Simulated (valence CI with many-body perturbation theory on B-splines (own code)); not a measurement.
Values are calculated unless marked as measured or tabulated.
Level structure of Ar¹³⁺

Level of theory: relativistic CI+MBPT: three valence electrons over a frozen Dirac-Fock core [He], a basis of 11 s, 11 p, 10 d, 8 f, 5 g, 2 h functions for each j, with the one-electron correlation potential Σ1, the two-electron term Σ2, the three-electron term Σ3, Breit, model QED; selected CI, second order for the rest, scaled by the run's own slope (own B-spline code, finite nucleus).

No measured levels were compared; by estimate levels of excited configurations hold to 0.05 to 0.15 % of their energy, terms of the ground configuration to about 0.5 %.

Levels 46 to 90 of 192, with energies above the lowest level, 2s²2p ²P°_1/2. "Leading %" is the weight of the configuration and term that name the level; weights of strongly mixed levels are sums over their largest components and can fall short. In the jj column 3d3/2^4 stands for four electrons in 3d with j = 3/2.

```
No.  Configuration  Term    J  E (× 10³ cm⁻¹)  Leading %                Leading jj      g  Second component
 46         2s2p3s   ²P°  1/2          3879.5         80        2s 2p3/2 3s (56 %)  0.580   15 % 2s2p3d ⁴D°
 47         2s2p3s   ²P°  3/2          3879.7         87        2s 2p3/2 3s (64 %)  1.312                  
 48         2s2p3d   ²D°  3/2          3885.7         81     2s 2p3/2 3d5/2 (36 %)  0.858    8 % 2s2p3d ⁴D°
 49         2s2p3d   ²D°  5/2          3888.4         62     2s 2p3/2 3d3/2 (69 %)  1.246   32 % 2s2p3d ⁴D°
 50         2s2p3d   ⁴D°  7/2          3889.2         94     2s 2p3/2 3d5/2 (68 %)  1.419    4 % 2s2p3d ⁴F°
 51         2s2p3d   ⁴P°  5/2          3898.2         67     2s 2p3/2 3d5/2 (73 %)  1.502   20 % 2s2p3d ⁴D°
 52         2s2p3d   ⁴P°  3/2          3900.2         85     2s 2p3/2 3d3/2 (68 %)  1.655   13 % 2s2p3d ⁴D°
 53         2s2p3d   ⁴P°  1/2          3901.9         95     2s 2p3/2 3d3/2 (92 %)  2.577                  
 54         2s2p3d   ²F°  5/2          3935.1         97     2s 2p1/2 3d5/2 (49 %)  0.865                  
 55         2s2p3d   ²F°  7/2          3948.9         99     2s 2p3/2 3d3/2 (53 %)  1.143                  
 56         2s2p3d   ²P°  3/2          3952.0         95     2s 2p3/2 3d5/2 (48 %)  1.326                  
 57         2s2p3d   ²P°  1/2          3960.1         97     2s 2p3/2 3d5/2 (84 %)  0.665                  
 58         2s2p3p    ²P  1/2          3989.1         87     2s 2p3/2 3p1/2 (48 %)  0.683     10 % 2p²3s ²P
 59         2s2p3p    ²D  3/2          3990.0         68     2s 2p3/2 3p1/2 (69 %)  0.949    25 % 2s2p3p ²P
 60         2s2p3p    ²D  5/2          3993.0         94     2s 2p3/2 3p3/2 (62 %)  1.200      4 % 2p²3s ²D
 61         2s2p3p    ²P  3/2          3995.1         63     2s 2p3/2 3p3/2 (68 %)  1.184    25 % 2s2p3p ²D
 62         2s2p3p    ²S  1/2          4018.9         91     2s 2p3/2 3p3/2 (56 %)  1.992                  
 63          2p²3s    ⁴P  1/2          4051.6         97         2p1/2^2 3s (51 %)  2.648                  
 64          2p²3s    ⁴P  3/2          4060.2         98     2p1/2 2p3/2 3s (92 %)  1.729                  
 65          2p²3s    ⁴P  5/2          4071.7         97         2p3/2^2 3s (52 %)  1.591                  
 66         2s2p3d   ²F°  7/2          4084.9         93     2s 2p3/2 3d5/2 (63 %)  1.143     6 % 2p²3p ²F°
 67         2s2p3d   ²F°  5/2          4085.6         93     2s 2p3/2 3d3/2 (67 %)  0.857     6 % 2p²3p ²F°
 68         2s2p3d   ²D°  3/2          4097.6         98     2s 2p3/2 3d3/2 (62 %)  0.800                  
 69         2s2p3d   ²D°  5/2          4100.0         98     2s 2p3/2 3d5/2 (67 %)  1.199                  
 70          2p²3s    ²P  1/2          4109.2         84     2p1/2 2p3/2 3s (63 %)  0.682    15 % 2s2p3p ²P
 71         2s2p3d   ²P°  1/2          4116.1         95     2s 2p3/2 3d3/2 (69 %)  0.670                  
 72         2s2p3d   ²P°  3/2          4118.0         96     2s 2p3/2 3d5/2 (62 %)  1.334                  
 73          2p²3s    ²P  3/2          4120.9         74     2p1/2 2p3/2 3s (65 %)  1.265    12 % 2s2p3p ²P
 74          2p²3p   ²S°  1/2          4136.0         81      2p1/2^2 3p1/2 (33 %)  1.831     8 % 2p²3p ⁴D°
 75          2p²3p   ⁴D°  1/2          4144.4         88  2p1/2 2p3/2 3p1/2 (42 %)  0.202    10 % 2p²3p ²S°
 76          2p²3p   ⁴D°  3/2          4148.7         93  2p1/2 2p3/2 3p1/2 (55 %)  1.222     4 % 2p²3p ⁴P°
 77          2p²3s    ²D  5/2          4149.0         92     2p1/2 2p3/2 3s (49 %)  1.207     4 % 2s2p3p ²D
 78          2p²3s    ²D  3/2          4150.9         82         2p3/2^2 3s (63 %)  0.869     11 % 2p²3s ²P
 79          2p²3p   ⁴D°  5/2          4157.4         94  2p1/2 2p3/2 3p3/2 (72 %)  1.378                  
 80          2p²3p   ⁴P°  1/2          4166.7         91  2p1/2 2p3/2 3p3/2 (48 %)  2.590     6 % 2p²3p ²S°
 81          2p²3p   ⁴P°  3/2          4166.9         77  2p1/2 2p3/2 3p1/2 (38 %)  1.572    15 % 2p²3p ²D°
 82          2p²3p   ⁴D°  7/2          4168.2         96      2p3/2^2 3p3/2 (52 %)  1.422                  
 83          2p²3p   ⁴P°  5/2          4173.0         72  2p1/2 2p3/2 3p3/2 (40 %)  1.494    23 % 2p²3p ²D°
 84          2p²3p   ²D°  3/2          4178.7         84  2p1/2 2p3/2 3p3/2 (78 %)  0.939    14 % 2p²3p ⁴P°
 85          2p²3p   ²D°  5/2          4194.9         72      2p3/2^2 3p3/2 (73 %)  1.281    22 % 2p²3p ⁴P°
 86          2p²3p   ²P°  3/2          4209.2         77  2p1/2 2p3/2 3p3/2 (68 %)  1.459    20 % 2p²3p ⁴S°
 87          2p²3p   ⁴S°  3/2          4212.2         77      2p3/2^2 3p1/2 (40 %)  1.855    19 % 2p²3p ²P°
 88          2p²3p   ²P°  1/2          4213.4         93      2p3/2^2 3p3/2 (57 %)  0.700                  
 89          2p²3d    ⁴F  3/2          4231.3         95      2p1/2^2 3d3/2 (48 %)  0.432                  
 90          2p²3d    ⁴F  5/2          4235.7         93  2p1/2 2p3/2 3d3/2 (54 %)  1.048      6 % 2p²3d ⁴D
```

Names give the largest LS component (configuration and term), which can be under half, so a name can repeat, a term be missing and a line seem to break the LS rules; names also repeat where a configuration has a term twice.

Where two levels of one J and parity lie close, their mixing, g and order are uncertain.
